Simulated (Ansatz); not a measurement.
Consider the ligand exchange at the Al–N bond: `F[SiH2][NH][AlH2]` + `O[SiH2][AlH2]` → `[AlH2][O][SiH2][AlH2]` + `N[SiH2]F`.

Isolated molecules relaxed with PBE0-D4/def2-TZVP in Ansatz; ΔE leaves out vibrations. CCSD(T)/CBS is the MP2 limit (def2-TZVPP, def2-QZVPP) plus CCSD(T) − MP2 in def2-TZVPP, frozen cores. Functionals use def2-TZVPP. B3LYP here is the variant with VWN-RPA as its local correlation; programs differ in this. HSE06 is defined as in plane-wave codes. Each species was taken in one conformer, which may not be the lowest.

(1) Is it downhill or uphill in electronic energy at CCSD(T)/CBS, and by how much? (Estimate.)

(2) What do these levels give: B3LYP-D4, r2SCAN0-D4, CAM-B3LYP-D4, ωB97M-V, B2PLYP, PBE-QIDH, BLYP, r2SCANh, HSE06, CAM-B3LYP, LC-ωPBE, HF/CBS(def2)? (An estimate is asked.)

Largest T1 diagnostic among the species: 0.013.

Answers

(1) The calculation gave: Downhill: ΔE = -55.4 kJ/mol.

(2) Computed: B3LYP-D4 -60.0, r2SCAN0-D4 -57.8, CAM-B3LYP-D4 -62.0, ωB97M-V -56.0, B2PLYP -59.6, PBE-QIDH -55.7, BLYP -59.6, r2SCANh -57.2, HSE06 -54.0, CAM-B3LYP -62.2, LC-ωPBE -57.6, HF/CBS(def2) -68.6 kJ/mol.

Leaving LDA and LC-ωPBE aside and taking each functional with its dispersion term where it has one, the values, not all of them listed here, spread over 12.9 kJ/mol, from BHLYP-D4 to revPBE-D4. From BLYP to BHLYP (50 % exact exchange), in def2-TZVPP and without D4, ΔE moves by −4.3 kJ/mol.
